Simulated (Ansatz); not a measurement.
`N[SiH](F)[SiH2][SiH3]`, charge 0, multiplicity 1.

(1) Give a relaxed structure at PBE0-D4/def2-TZVP (Ansatz 0.2.0). (An estimate is asked.)

## Answers

(1) Computed: 
Cartesian coordinates in Å:
```
N -0.037 -1.382 -1.716
Si 0.498 -1.531 -0.108
F 0.195 -2.966 0.555
Si -0.568 0.113 1.170
Si 0.074 2.223 0.391
H 0.477 -1.783 -2.484
H -1.007 -1.248 -1.947
H 1.977 -1.412 -0.132
H -0.222 -0.035 2.610
H -2.046 -0.032 1.028
H -0.410 2.408 -1.003
H -0.489 3.307 1.240
H 1.557 2.338 0.397
```
This is one stationary point; other conformers may exist.
